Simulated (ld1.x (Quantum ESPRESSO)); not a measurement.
The numbers below are computed, except where a source is named.
**Pseudopotentials across the periodic table**

Generated with ld1.x 7.5 (TM, RRKJ, ultrasoft, PAW), atompaw 4.2 or ONCVPSP 4.0.1. The cutoff is in Ry: for ld1.x and atompaw files where the sum of valence levels is converged to 10 mRy in a Bessel basis, for ONCV files where the hardest occupied wave has 1 mHa per electron of residual kinetic energy. The error is the largest all-electron minus pseudo excitation energy over each file’s own four to seven test configurations (ionisations up to +4, promotions, holes and added fractions of an electron), all of which were solved. The labels leave out finer settings (local radius, basis sizes, second energies), which also bear on the numbers. Spin-polarised tests are not counted. The rows are a selection from randomly drawn settings: files with unsolved tests, undetermined cutoffs or missed reference levels are left out.

```tsv
element	potential	cutoff (Ry)	largest error (meV)	bound ghosts
F	TM, PBE, scalar-relativistic, rc 0.70/0.85/0.90 (spd), local smoothed, core correction yes, reference 2s2 2p3	180	+196	none
Al	TM, PBE, scalar-relativistic, rc 1.50/2.14/2.00 (spd), local s, core correction yes, reference 3s2 3p0	30	+24	none
Sc	RRKJ, PW91, fully relativistic, rc 3.05/2.65/2.35 (spd), local s, core correction no, reference 3d1 4s1 4p0	30	+815	none
V	PAW, PW91, scalar-relativistic, rc 3.10/2.10/1.60 (spd), local smoothed, core correction yes, reference 3p6 3d3 4s1.75 4p0.25	40	+8.0	none
Ge	PAW, PBE, scalar-relativistic, rc 1.75/2.40 (sp), local smoothed, core correction yes, reference 4s2 4p0	10	-117	none
Hf	RRKJ, PBE, scalar-relativistic, rc 2.10/2.15/2.25 (spd), local s, core correction yes, reference 5p6 5d2 6s2 6p0	25	-535	none
```

Q: Fill in the row for W: RRKJ, PBE, scalar-relativistic, rc 2.10/4.00/2.15 (spd), local s, core correction yes, reference 5d4 6s1.5 6p0.5.

A: cutoff 30 Ry, largest error -679 meV, bound ghosts: none.

Q: Fill in the row for Pd: RRKJ, PW91, scalar-relativistic, rc 1.45/1.35/1.95/1.55 (spdf), local smoothed, core correction no, reference 4s2 4p6 4d8 5s0 5p0.

A: cutoff 80 Ry, largest error -239 meV, bound ghosts: none.
